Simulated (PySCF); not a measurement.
ReF₆, SMILES [F][Re+]([F])([F])([F])([F])[F], charge +1, multiplicity 1.

Coordinates come from a B3LYP-D3(BJ)/def2-SVP optimisation. The multiplicity is an assumed one; no other spin state was optimised. The isomer is the one that the SMILES or the coordinates give; other isomers of the formula were not compared. The def2 effective core potentials stand for the cores of Re; spin–orbit coupling is left out.

Two levels are set side by side: TDA-PBE/def2-SVPD (PySCF) and TDA-PBE0/def2-SVPD (PySCF). Vertical, same geometry. The lowest singlet is HOMO→LUMO+1 50 %, HOMO−1→LUMO+2 50 % with PBE and HOMO→LUMO+1 50 %, HOMO−1→LUMO+2 50 % with the other functional; states are paired by order. Differences are taken from unrounded values.

| quantity | TDA-PBE |
|---|---|
| lowest singlet excitation (eV) | 4.06 |
| lowest triplet excitation (TDA) (eV) | 3.63 |

Task: These are the TDA-PBE values. What does TDA-PBE0 give? (An estimate is asked for; the answer gives what the named calculation found.)

Result: 
```csv
quantity,TDA-PBE0,TDA-PBE minus TDA-PBE0
lowest singlet excitation (eV),4.52,-0.47
lowest triplet excitation (TDA) (eV),3.85,-0.23
```

Functionals without exact exchange tend to place singlet excitations lower, as here. Differences between two approximate levels are no errors against the true value.

Rough cost on one machine, each run with all the roots and properties that it gave: TDA-PBE0 against TDA-PBE about 3 times.
